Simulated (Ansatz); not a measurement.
Two isomers of BFH7NSi2: A = `BN([SiH3])[SiH2]F`, B = `B[SiH2][SiH](N)F`.

Calculated with Ansatz (gas phase, PBE0-D4/def2-TZVP geometries, no zero-point term in ΔE). CBS: MP2 limit from def2 TZ/QZ plus the TZ coupled-cluster correction, frozen cores. DFT in def2-TZVPP. B3LYP here is the variant with VWN-RPA as its local correlation; programs differ in this. One conformer a species, not always the lowest.

Q: Which isomer does CCSD(T)/CBS put lower? Give the gap. (Best estimate.)

A: Ansatz gave: A, by 46.6 kcal/mol.

Q: Give E(B) − E(A) in kcal/mol with B3LYP-D4, CCSD(T)/def2-TZVPP, B3LYP, r2SCAN-D4, HF/def2-TZVPP, PBE0-D4, ωB97M-V. (Best estimate.)

A: Computed: B3LYP-D4 45.4, CCSD(T)/def2-TZVPP 47.3, B3LYP 44.7, r2SCAN-D4 42.9, HF/def2-TZVPP 51.4, PBE0-D4 40.9, ωB97M-V 47.4. None reverses the order clearly.

Largest T1 diagnostic: 0.014.

From PBE to PBE0 (25 % exact exchange), in def2-TZVPP and without D4, E(B) − E(A) moves by +2.8 kcal/mol. In def2-TZVPP, CCSD(T) changes the Hartree–Fock value by −4.1 kcal/mol (the triples alone add −0.3 kcal/mol) and MP2 by −0.8 kcal/mol.
